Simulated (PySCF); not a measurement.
# [Pb(BH4)3]− at several levels of theory

Computed with PySCF 2.14.0 (density fitting, no spin-orbit coupling) at the geometry relaxed with TPSS:

```xyz
16
[Pb(BH4)3]− (singlet)
Pb    0.0000    0.0000   -0.6553
B     2.5581    0.0294    0.1066
H     3.5268    0.0587    0.8589
H     1.5780   -0.2253    0.8885
H     2.6273   -0.8696   -0.7400
H     2.3659    1.1316   -0.4316
B    -1.3045    2.2007    0.1066
H    -1.8142    3.0249    0.8589
H    -0.5939    1.4793    0.8885
H    -0.5605    2.7101   -0.7400
H    -2.1630    1.4831   -0.4316
B    -1.2536   -2.2300    0.1066
H    -1.7126   -3.0836    0.8589
H    -0.9841   -1.2539    0.8885
H    -2.0668   -1.8405   -0.7400
H    -0.2029   -2.6148   -0.4316
```

```csv
level,basis,state,HOMO (eV),gap (eV),charge on Pb1 (e),dipole about the centre of mass (D),largest force component (eV/Å)
TPSS,"Pb def2-SVP with ECP60, B def2-SVP, H def2-SVP",singlet,-2.89,4.78,0.52,4.32,0.02
wB97X,the same,singlet,-6.04,10.22,0.62,4.46,0.61
B3LYP,the same,singlet,-3.66,5.91,0.51,4.36,0.08
BP86,the same,singlet,-2.79,4.48,0.41,4.15,0.11
TPSS,"Pb def2-TZVP with ECP60, B def2-TZVP, H def2-TZVP",singlet,-3.01,4.77,0.68,4.36,0.21
TPSS,"Pb x2c-SVPall, B x2c-SVPall, H x2c-SVPall",singlet,-2.90,4.79,0.54,4.30,0.68
```

Charges are Mulliken's, which hang on the basis. The relaxation used the grid (50, 194), these runs (75, 302) or, all-electron (x2c bases, spin-free X2C Hamiltonian), (99, 590).

**Question.** What does BLYP with Pb def2-SVP with ECP60, B def2-SVP, H def2-SVP give here?

**Answer.** state singlet, HOMO (eV) -2.55, gap (eV) 4.48, charge on Pb1 (e) 0.38, dipole about the centre of mass (D) 4.21, largest force component (eV/Å) 0.29. Time: 10 s on 2 threads of Arm Neoverse V1, with other jobs on the host, from an already converged density.

In the first row's basis the gap widens with exact exchange: 4.5 to 4.8 eV for BLYP, BP86, TPSS (none); 5.9 eV for B3LYP (a fixed share); 10.2 eV for wB97X (rising or full at long range).

No frequency check is given that shows the relaxed geometry to be a minimum.
